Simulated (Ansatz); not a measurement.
PbS, SMILES [S]=[Pb] (connectivity only; charge and spin as stated), neutral, multiplicity 1.

Coordinates come from a B3LYP-D3(BJ)/def2-TZVP optimisation. The def2 effective core potentials stand for the cores of Pb; spin–orbit coupling is left out.

Two levels are set side by side: PBE/def2-TZVPD (Ansatz, an electronic-structure program) and PBE0/def2-TZVPD (Ansatz). Energy differences of separate SCF runs at the same geometry; the states with an electron removed or added have multiplicity 2 and 2. Differences are taken from unrounded values.

```
quantity                           PBE0
---------------------------------  ----
vertical ionisation energy (eV)    8.87
vertical electron affinity (eV)    0.79
vertical singlet–triplet gap (eV)  2.33
```

**Question.** What does PBE give, and how far is it from PBE0? (The exact figures need the calculation; the answer reports its results.)

**Answer.** 
```json
[
 {"quantity": "vertical ionisation energy (eV)", "PBE": "9.02", "PBE minus PBE0": "0.16"},
 {"quantity": "vertical electron affinity (eV)", "PBE": "0.68", "PBE minus PBE0": "-0.11"},
 {"quantity": "vertical singlet–triplet gap (eV)", "PBE": "2.60", "PBE minus PBE0": "0.26"}
]
```
